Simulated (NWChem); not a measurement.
All runs are NWChem calculations. System: H$_{3}$NSSi, charge 0, spin multiplicity 1, at a geometry optimised with B3LYP/def2-SVP. The structure started from a generated list of species. Level: PBE/pcseg-1.

Input file:

```
start mol
memory heap 200 mb stack 900 mb global 1100 mb
geometry units angstroms nocenter noautoz
  Si     0.131641    -0.948568     0.000000
  N     -1.576479    -0.701741     0.000000
  H     -2.205269    -1.500582     0.000000
  H     -2.088568     0.178357     0.000000
  S      0.715288     1.163316     0.000000
  H      2.041613     0.901304     0.000000
  symmetry group Cs
end
basis spherical
  * library pcseg-1
end
dft
  xc xpbe96 cpbe96
  semidirect memsize 60000000 filesize 0
  iterations 100
end
task dft energy
```

Part of the output:

```
             Northwest Computational Chemistry Package (NWChem) 7.3.0
             --------------------------------------------------------

                                NWChem Input Module
                                -------------------

 Scaling coordinates for geometry "geometry" by  1.889725989
 (inverse scale =  0.529177249)

 Turning off AUTOSYM since
 SYMMETRY directive was detected!

                             Geometry "geometry" -> ""
                             -------------------------

 Output coordinates in angstroms (scale by  1.889725989 to convert to a.u.)

  No.       Tag          Charge          X              Y              Z
 ---- ---------------- ---------- -------------- -------------- --------------
    1 Si                  14.0000     0.13164100    -0.94856800     0.00000000
    2 N                    7.0000    -1.57647900    -0.70174100     0.00000000
    3 H                    1.0000    -2.20526900    -1.50058200     0.00000000
    4 H                    1.0000    -2.08856800     0.17835700     0.00000000
    5 S                   16.0000     0.71528800     1.16331600     0.00000000
    6 H                    1.0000     2.04161300     0.90130400     0.00000000

 Effective nuclear repulsion energy (a.u.)     133.0740728798

            Nuclear Dipole moment (a.u.)
            ----------------------------
        X                 Y               Z
 ---------------- ---------------- ----------------
     0.0000094486    -0.0000075589     0.0000000000

      Symmetry information
      --------------------

 Group name             Cs
 Group number              2
 Group order               2
 No. of unique centers     6

      Symmetry unique atoms

     1    2    3    4    5    6


 Summary of "ao basis" -> "" (spherical)
 ------------------------------------------------------------------------------
       Tag                 Description            Shells   Functions and Types
 ---------------- ------------------------------  ------  ---------------------
 *                          pcseg-1                   on all atoms

  pbe96 is a nonlocal functional; adding pw91lda local functional.

                                 NWChem DFT Module
                                 -----------------

 Summary of "ao basis" -> "ao basis" (spherical)
 ------------------------------------------------------------------------------
       Tag                 Description            Shells   Functions and Types
 ---------------- ------------------------------  ------  ---------------------
 Si                         pcseg-1                  8       18   4s3p1d
 N                          pcseg-1                  6       14   3s2p1d
 H                          pcseg-1                  3        5   2s1p
 S                          pcseg-1                  8       18   4s3p1d

 Summary of "ao basis" -> "ao basis" (spherical)
 ------------------------------------------------------------------------------
       Tag                 Description            Shells   Functions and Types
 ---------------- ------------------------------  ------  ---------------------
 Si                         pcseg-1                  8       18   4s3p1d
 N                          pcseg-1                  6       14   3s2p1d
 H                          pcseg-1                  3        5   2s1p
 S                          pcseg-1                  8       18   4s3p1d

      Symmetry analysis of basis
      --------------------------

        a'         48
[...]
 d= 0,ls=0.0,diis     3   -743.8392251425 -1.80D-01  4.86D-03  1.11D-01     1.1
 d= 0,ls=0.0,diis     4   -743.8492137053 -9.99D-03  3.28D-03  2.44D-02     1.3
 d= 0,ls=0.0,diis     5   -743.8535925360 -4.38D-03  7.81D-04  1.12D-03     1.4
  Resetting Diis
 d= 0,ls=0.0,diis     6   -743.8537934459 -2.01D-04  2.10D-04  8.89D-05     1.6
 d= 0,ls=0.0,diis     7   -743.8538122131 -1.88D-05  6.18D-05  1.51D-06     1.7
 d= 0,ls=0.0,diis     8   -743.8538118580  3.55D-07  3.98D-05  3.09D-06     1.8
 d= 0,ls=0.0,diis     9   -743.8538124884 -6.30D-07  7.35D-06  1.46D-07     2.0

         Total DFT energy =     -743.853812488408
      One electron energy =    -1292.550082664763
           Coulomb energy =      469.827118930128
    Exchange-Corr. energy =      -54.204921633542
 Nuclear repulsion energy =      133.074072879769

 Numeric. integr. density =       40.000003822525

     Total iterative time =      1.7s

                  Occupations of the irreducible representations
                  ----------------------------------------------

                     irrep           alpha         beta
                     --------     --------     --------
                     a'               16.0         16.0
                     a"                4.0          4.0

                       DFT Final Molecular Orbital Analysis
                       ------------------------------------

 Vector   18  Occ=2.000000D+00  E=-2.752622D-01  Symmetry=a"
              MO Center= -8.2D-01, -3.9D-01,  2.8D-15, r^2= 2.6D+00
   Bfn.  Coefficient  Atom+Function         Bfn.  Coefficient  Atom+Function
  ----- ------------  ---------------      ----- ------------  ---------------
    24      0.455685  2 N  pz                27      0.367043  2 N  pz
    52      0.303166  5 S  pz                10      0.293292  1 Si pz
    55      0.140448  5 S  pz                49     -0.114481  5 S  pz
     7     -0.112541  1 Si pz                13      0.089930  1 Si pz
    17      0.039478  1 Si d  1              15      0.028843  1 Si d -1

 Vector   19  Occ=2.000000D+00  E=-2.280670D-01  Symmetry=a"
              MO Center=  1.3D-01,  6.4D-01, -5.3D-16, r^2= 3.1D+00
   Bfn.  Coefficient  Atom+Function         Bfn.  Coefficient  Atom+Function
  ----- ------------  ---------------      ----- ------------  ---------------
    52      0.638213  5 S  pz                55      0.341285  5 S  pz
    24     -0.320316  2 N  pz                27     -0.281117  2 N  pz
    49     -0.237749  5 S  pz                17     -0.043882  1 Si d  1
    10      0.040564  1 Si pz                15      0.033711  1 Si d -1

 Vector   20  Occ=2.000000D+00  E=-2.098147D-01  Symmetry=a'
              MO Center=  3.8D-01, -7.3D-01, -1.5D-15, r^2= 3.4D+00
   Bfn.  Coefficient  Atom+Function         Bfn.  Coefficient  Atom+Function
  ----- ------------  ---------------      ----- ------------  ---------------
     4      0.500312  1 Si s                 51      0.417636  5 S  py
     9     -0.391599  1 Si py                 3      0.384722  1 Si s
     2     -0.254672  1 Si s                 54      0.228751  5 S  py
     8      0.186574  1 Si px                21     -0.163864  2 N  s
    48     -0.154261  5 S  py                 6      0.145173  1 Si py

 Vector   21  Occ=0.000000D+00  E=-7.844684D-02  Symmetry=a"
              MO Center=  6.3D-02, -8.0D-01,  1.0D-13, r^2= 3.3D+00
   Bfn.  Coefficient  Atom+Function         Bfn.  Coefficient  Atom+Function
  ----- ------------  ---------------      ----- ------------  ---------------
    10      0.682134  1 Si pz                13      0.500865  1 Si pz
    27     -0.317897  2 N  pz                24     -0.271179  2 N  pz
    52     -0.261196  5 S  pz                55     -0.243064  5 S  pz
     7     -0.220919  1 Si pz                49      0.093809  5 S  pz
    57     -0.042871  5 S  d -1              17     -0.033314  1 Si d  1

 Vector   22  Occ=0.000000D+00  E=-2.476972D-02  Symmetry=a'
              MO Center= -2.4D-01, -4.8D-01, -5.7D-15, r^2= 5.9D+00
   Bfn.  Coefficient  Atom+Function         Bfn.  Coefficient  Atom+Function
  ----- ------------  ---------------      ----- ------------  ---------------
    62      0.690777  6 H  s                 21     -0.631912  2 N  s
    12     -0.609919  1 Si py                53     -0.481845  5 S  px
    11     -0.452027  1 Si px                39      0.452414  4 H  s
    54     -0.350025  5 S  py                 9     -0.326521  1 Si py
     8     -0.321741  1 Si px                 4     -0.310894  1 Si s

 Vector   23  Occ=0.000000D+00  E=-8.190403D-03  Symmetry=a'
              MO Center=  1.3D+00,  4.5D-01,  2.3D-15, r^2= 4.9D+00
   Bfn.  Coefficient  Atom+Function         Bfn.  Coefficient  Atom+Function
  ----- ------------  ---------------      ----- ------------  ---------------
    62      1.241238  6 H  s                 46     -1.036532  5 S  s
    53     -0.718396  5 S  px                11      0.472634  1 Si px
    50     -0.366675  5 S  px                12      0.350345  1 Si py
    54      0.330758  5 S  py                34      0.243378  3 H  s
    45     -0.235716  5 S  s                 61      0.236473  6 H  s

 center of mass
 --------------
 x =   0.05417517 y =   0.00993911 z =   0.00000000

 moments of inertia (a.u.)
 ------------------
         280.166891311667        -155.000391409337           0.000000000000
        -155.000391409337         232.403435628903           0.000000000000
           0.000000000000           0.000000000000         512.570326940570

     Multipole analysis of the density
     ---------------------------------

     L   x y z        total         alpha         beta         nuclear
     -   - - -        -----         -----         ----         -------
     0   0 0 0     -0.000000    -20.000000    -20.000000     40.000000

     1   1 0 0     -0.601281     -0.300645     -0.300645      0.000009
     1   0 1 0     -0.298896     -0.149444     -0.149444     -0.000008
     1   0 0 1     -0.000000     -0.000000     -0.000000      0.000000

     2   2 0 0    -19.043337    -79.549017    -79.549017    140.054697
     2   1 1 0      1.890361    -42.061610    -42.061610     86.013581
     2   1 0 1      0.000000      0.000000      0.000000      0.000000
     2   0 2 0    -26.951885    -86.312786    -86.312786    145.673687
     2   0 1 1      0.000000      0.000000      0.000000      0.000000
     2   0 0 2    -26.227856    -13.113928    -13.113928      0.000000

 Task  times  cpu:        2.0s     wall:        2.0s

 Total times  cpu:        2.0s     wall:        2.0s
```
